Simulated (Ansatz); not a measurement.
Ansatz (a quantum-chemistry and plane-wave program) input (B3LYP-D3(BJ)/def2-TZVP):

Ansatz 0.2 input:
```yaml
crystal:
  periodic: [false, false, false]
  atoms:
    - {symbol: Ta, position_ang: [0.01347492, 0.03043042, 0.01818850]}
    - {symbol: H, position_ang: [-0.66633437, -1.85650560, 0.29574732]}
    - {symbol: H, position_ang: [-0.99807670, 1.39822351, 0.40724257]}
    - {symbol: H, position_ang: [-0.72125467, -1.76799926, -0.50058149]}
    - {symbol: H, position_ang: [-0.32023902, -0.36896754, -1.63594590]}
    - {symbol: H, position_ang: [1.72223583, 0.37382831, 0.10577683]}
basis:
  gaussian:
    orbitals: def2-TZVP
hamiltonian:
  xc: b3lyp
  dispersion: d3bj
total_charge: 1
magnetization: {spin_polarized: true, initial_magnetization: 1}
phonons: {temperatures: {t_min: 298.15, t_max: 298.15, t_step: 100}}
```

Output:

```
Functional definition: B3LYP
integrals: 0.02 GiB planned
594 factors; their error is unknown
mean field: 0.20 GiB planned
mean field evaluation 1: about -1621.2721 eV, gradient 1.3e1 eV
mean field evaluation 2: about -1621.8890 eV, gradient 9.7e0 eV
mean field evaluation 4: about -1622.3543 eV, gradient 3.5e-1 eV
mean field evaluation 8: about -1622.3538 eV, gradient 1.1e-1 eV
mean field evaluation 16: about -1622.3543 eV, gradient 4.6e-4 eV
mean field -1622.35430348 eV, -59.6204209816 hartree, gradient 1.3e-5 eV, S^2 0.752889; 1 other end points of the search recorded, 0 dependent functions left out
the calculation of the forces begins
reference -1622.35453410 eV, -59.6204294569 hartree; 9, 8 occupied and 61, 62 virtual orbitals, 594 factors
these checks for a lower state are left out or cut short: stability, starts, cluster_reference, orbital_swaps, neighbouring_geometries, increment
integrals: 0.02 GiB planned
594 factors; their error is unknown
mean field: 0.20 GiB planned
mean field evaluation 32: about -1622.3542 eV, gradient 2.9e-6 eV
mean field -1622.35424486 eV, -59.6204188274 hartree, gradient 2.9e-6 eV, S^2 0.752884; 0 other end points of the search recorded, 0 dependent functions left out
the calculation of the forces begins
reference -1622.35447547 eV, -59.6204273022 hartree; 9, 8 occupied and 61, 62 virtual orbitals, 594 factors
these checks for a lower state are left out or cut short: stability, starts, cluster_reference, orbital_swaps, neighbouring_geometries, increment
integrals: 0.02 GiB planned
594 factors; their error is unknown
mean field: 0.20 GiB planned
mean field -1622.35423481 eV, -59.6204184581 hartree, gradient 2.7e-6 eV, S^2 0.752895; 0 other end points of the search recorded, 0 dependent functions left out
the calculation of the forces begins
reference -1622.35446545 eV, -59.6204269340 hartree; 9, 8 occupied and 61, 62 virtual orbitals, 594 factors
these checks for a lower state are left out or cut short: stability, starts, cluster_reference, orbital_swaps, neighbouring_geometries, increment
integrals: 0.02 GiB planned
594 factors; their error is unknown
mean field: 0.20 GiB planned
mean field -1622.35424078 eV, -59.6204186775 hartree, gradient 1.7e-6 eV, S^2 0.752895; 0 other end points of the search recorded, 0 dependent functions left out
the calculation of the forces begins
reference -1622.35447142 eV, -59.6204271533 hartree; 9, 8 occupied and 61, 62 virtual orbitals, 594 factors
these checks for a lower state are left out or cut short: stability, starts, cluster_reference, orbital_swaps, neighbouring_geometries, increment
integrals: 0.02 GiB planned
594 factors; their error is unknown
mean field: 0.20 GiB planned
mean field -1622.35424027 eV, -59.6204186587 hartree, gradient 2.1e-6 eV, S^2 0.752883; 0 other end points of the search recorded, 0 dependent functions left out
the calculation of the forces begins
reference -1622.35447088 eV, -59.6204271334 hartree; 9, 8 occupied and 61, 62 virtual orbitals, 594 factors
these checks for a lower state are left out or cut short: stability, starts, cluster_reference, orbital_swaps, neighbouring_geometries, increment
integrals: 0.02 GiB planned
594 factors; their error is unknown
mean field: 0.20 GiB planned
mean field evaluation 64: about -1622.3543 eV, gradient 2.8e-6 eV
mean field -1622.35427511 eV, -59.6204199391 hartree, gradient 2.8e-6 eV, S^2 0.752887; 0 other end points of the search recorded, 0 dependent functions left out
the calculation of the forces begins
reference -1622.35450572 eV, -59.6204284140 hartree; 9, 8 occupied and 61, 62 virtual orbitals, 594 factors
these checks for a lower state are left out or cut short: stability, starts, cluster_reference, orbital_swaps, neighbouring_geometries, increment
[...]
mean field -1622.35426263 eV, -59.6204194803 hartree, gradient 1.2e-6 eV, S^2 0.752891; 0 other end points of the search recorded, 0 dependent functions left out
the calculation of the forces begins
reference -1622.35449323 eV, -59.6204279549 hartree; 9, 8 occupied and 61, 62 virtual orbitals, 594 factors
these checks for a lower state are left out or cut short: stability, starts, cluster_reference, orbital_swaps, neighbouring_geometries, increment
integrals: 0.02 GiB planned
594 factors; their error is unknown
mean field: 0.20 GiB planned
mean field -1622.35427879 eV, -59.6204200744 hartree, gradient 1.7e-6 eV, S^2 0.752884; 0 other end points of the search recorded, 0 dependent functions left out
the calculation of the forces begins
reference -1622.35450940 eV, -59.6204285492 hartree; 9, 8 occupied and 61, 62 virtual orbitals, 594 factors
these checks for a lower state are left out or cut short: stability, starts, cluster_reference, orbital_swaps, neighbouring_geometries, increment
integrals: 0.02 GiB planned
594 factors; their error is unknown
mean field: 0.20 GiB planned
mean field evaluation 96: about -1622.3543 eV, gradient 2.8e-4 eV
mean field -1622.35429228 eV, -59.6204205699 hartree, gradient 3.0e-6 eV, S^2 0.752895; 0 other end points of the search recorded, 0 dependent functions left out
the calculation of the forces begins
reference -1622.35452291 eV, -59.6204290457 hartree; 9, 8 occupied and 61, 62 virtual orbitals, 594 factors
these checks for a lower state are left out or cut short: stability, starts, cluster_reference, orbital_swaps, neighbouring_geometries, increment
integrals: 0.02 GiB planned
594 factors; their error is unknown
mean field: 0.20 GiB planned
mean field -1622.35428830 eV, -59.6204204240 hartree, gradient 1.8e-6 eV, S^2 0.752895; 0 other end points of the search recorded, 0 dependent functions left out
the calculation of the forces begins
reference -1622.35451895 eV, -59.6204289002 hartree; 9, 8 occupied and 61, 62 virtual orbitals, 594 factors
these checks for a lower state are left out or cut short: stability, starts, cluster_reference, orbital_swaps, neighbouring_geometries, increment
integrals: 0.02 GiB planned
594 factors; their error is unknown
mean field: 0.20 GiB planned
mean field -1622.35426097 eV, -59.6204194196 hartree, gradient 1.8e-6 eV, S^2 0.752884; 0 other end points of the search recorded, 0 dependent functions left out
the calculation of the forces begins
reference -1622.35449157 eV, -59.6204278939 hartree; 9, 8 occupied and 61, 62 virtual orbitals, 594 factors
these checks for a lower state are left out or cut short: stability, starts, cluster_reference, orbital_swaps, neighbouring_geometries, increment
integrals: 0.02 GiB planned
594 factors; their error is unknown
mean field: 0.20 GiB planned
mean field -1622.35430512 eV, -59.6204210419 hartree, gradient 1.7e-6 eV, S^2 0.752889; 0 other end points of the search recorded, 0 dependent functions left out
the calculation of the forces begins
reference -1622.35453575 eV, -59.6204295175 hartree; 9, 8 occupied and 61, 62 virtual orbitals, 594 factors
these checks for a lower state are left out or cut short: stability, starts, cluster_reference, orbital_swaps, neighbouring_geometries, increment
integrals: 0.02 GiB planned
594 factors; their error is unknown
mean field: 0.20 GiB planned
mean field -1622.35429354 eV, -59.6204206163 hartree, gradient 1.5e-6 eV, S^2 0.752890; 0 other end points of the search recorded, 0 dependent functions left out
the calculation of the forces begins
reference -1622.35452416 eV, -59.6204290913 hartree; 9, 8 occupied and 61, 62 virtual orbitals, 594 factors
these checks for a lower state are left out or cut short: stability, starts, cluster_reference, orbital_swaps, neighbouring_geometries, increment
integrals: 0.02 GiB planned
594 factors; their error is unknown
mean field: 0.20 GiB planned
mean field evaluation 128: about -1622.3543 eV, gradient 1.3e-5 eV
mean field -1622.35427902 eV, -59.6204200827 hartree, gradient 2.8e-6 eV, S^2 0.752888; 0 other end points of the search recorded, 0 dependent functions left out
the calculation of the forces begins
reference -1622.35450964 eV, -59.6204285579 hartree; 9, 8 occupied and 61, 62 virtual orbitals, 594 factors
these checks for a lower state are left out or cut short: stability, starts, cluster_reference, orbital_swaps, neighbouring_geometries, increment
integrals: 0.02 GiB planned
594 factors; their error is unknown
mean field: 0.20 GiB planned
mean field -1622.35430074 eV, -59.6204208811 hartree, gradient 2.9e-6 eV, S^2 0.752891; 0 other end points of the search recorded, 0 dependent functions left out
the calculation of the forces begins
reference -1622.35453137 eV, -59.6204293565 hartree; 9, 8 occupied and 61, 62 virtual orbitals, 594 factors
these checks for a lower state are left out or cut short: stability, starts, cluster_reference, orbital_swaps, neighbouring_geometries, increment
integrals: 0.02 GiB planned
594 factors; their error is unknown
mean field: 0.20 GiB planned
mean field -1622.35426353 eV, -59.6204195134 hartree, gradient 1.6e-6 eV, S^2 0.752893; 0 other end points of the search recorded, 0 dependent functions left out
the calculation of the forces begins
reference -1622.35449414 eV, -59.6204279882 hartree; 9, 8 occupied and 61, 62 virtual orbitals, 594 factors
these checks for a lower state are left out or cut short: stability, starts, cluster_reference, orbital_swaps, neighbouring_geometries, increment
integrals: 0.02 GiB planned
594 factors; their error is unknown
mean field: 0.20 GiB planned
mean field -1622.35426825 eV, -59.6204196870 hartree, gradient 2.4e-6 eV, S^2 0.752886; 0 other end points of the search recorded, 0 dependent functions left out
the calculation of the forces begins
reference -1622.35449889 eV, -59.6204281628 hartree; 9, 8 occupied and 61, 62 virtual orbitals, 594 factors
these checks for a lower state are left out or cut short: stability, starts, cluster_reference, orbital_swaps, neighbouring_geometries, increment
integrals: 0.02 GiB planned
594 factors; their error is unknown
mean field: 0.20 GiB planned
mean field evaluation 160: about -1622.3543 eV, gradient 2.8e-6 eV
mean field -1622.35429579 eV, -59.6204206990 hartree, gradient 2.8e-6 eV, S^2 0.752892; 0 other end points of the search recorded, 0 dependent functions left out
the calculation of the forces begins
reference -1622.35452641 eV, -59.6204291741 hartree; 9, 8 occupied and 61, 62 virtual orbitals, 594 factors
these checks for a lower state are left out or cut short: stability, starts, cluster_reference, orbital_swaps, neighbouring_geometries, increment
integrals: 0.02 GiB planned
594 factors; their error is unknown
mean field: 0.20 GiB planned
mean field -1622.35429987 eV, -59.6204208491 hartree, gradient 2.9e-6 eV, S^2 0.752887; 0 other end points of the search recorded, 0 dependent functions left out
the calculation of the forces begins
reference -1622.35453050 eV, -59.6204293246 hartree; 9, 8 occupied and 61, 62 virtual orbitals, 594 factors
these checks for a lower state are left out or cut short: stability, starts, cluster_reference, orbital_swaps, neighbouring_geometries, increment
integrals: 0.02 GiB planned
594 factors; their error is unknown
mean field: 0.20 GiB planned
mean field -1622.35427305 eV, -59.6204198634 hartree, gradient 2.9e-6 eV, S^2 0.752883; 0 other end points of the search recorded, 0 dependent functions left out
the calculation of the forces begins
reference -1622.35450365 eV, -59.6204283377 hartree; 9, 8 occupied and 61, 62 virtual orbitals, 594 factors
these checks for a lower state are left out or cut short: stability, starts, cluster_reference, orbital_swaps, neighbouring_geometries, increment
integrals: 0.02 GiB planned
594 factors; their error is unknown
mean field: 0.20 GiB planned
mean field -1622.35428914 eV, -59.6204204547 hartree, gradient 2.9e-6 eV, S^2 0.752896; 0 other end points of the search recorded, 0 dependent functions left out
the calculation of the forces begins
reference -1622.35451979 eV, -59.6204289309 hartree; 9, 8 occupied and 61, 62 virtual orbitals, 594 factors
Total energy: -1622.48420738 eV, -59.6251948619 hartree
Atom 0 at     0.013475     0.030430     0.018188 Å, force     0.000143     0.000325     0.000186 eV/Å
Atom 1 at    -0.666334    -1.856506     0.295747 Å, force     0.000055    -0.000197     0.001167 eV/Å
Atom 2 at    -0.998077     1.398224     0.407243 Å, force     0.000037    -0.000046     0.000068 eV/Å
Atom 3 at    -0.721255    -1.767999    -0.500581 Å, force    -0.000135    -0.000052    -0.001041 eV/Å
Atom 4 at    -0.320239    -0.368968    -1.635946 Å, force    -0.000056    -0.000014    -0.000457 eV/Å
Atom 5 at     1.722236     0.373828     0.105777 Å, force    -0.000044    -0.000016     0.000077 eV/Å
Dipole moment:    -0.144204    -0.443920     0.207218 e Å
Vibrations: 428.98 501.79 535.12 660.61 766.94 781.32 881.17 1345.63 1958.64 1961.96 1972.51 3487.43 cm⁻¹, zero-point energy 0.947369 eV
```

The spin state was set by rule; other spins were not relaxed.
